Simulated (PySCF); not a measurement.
## Name the molecule from its bond curve

A diatomic of charge 0 contains Sb. Its quartet curve at r²SCAN in a double-zeta basis (spin-free X2C with a Gaussian nucleus, PySCF), in eV from the separated fragments:

R (Å), E (eV) and a bar:
```
    2.071     -0.793 ##############################
    2.167     -1.119 ##############
    2.264     -1.301 ####
    2.336     -1.368 #
    2.408     -1.390 
    2.480     -1.377 #
    2.577     -1.321 ###
    2.697     -1.209 #########
    2.841     -1.042 #################
    3.034     -0.809 #############################
```

The fit gives ωe = 457 cm⁻¹ and the rotational constant Bₑ = 0.3449 cm⁻¹.

Task: Which atom is the partner?

Result: The minimum lies at 2.414 Å, so the reduced mass is 16.8576 u Å² cm⁻¹/(Bₑ·Re²) = 8.387 u. With Sb at 120.90 u the partner weighs about 9.0 u: Be. The molecule is BeSb.

Spin–orbit coupling is left out. The state was picked by a PBE0 search and need not be the measured ground state.
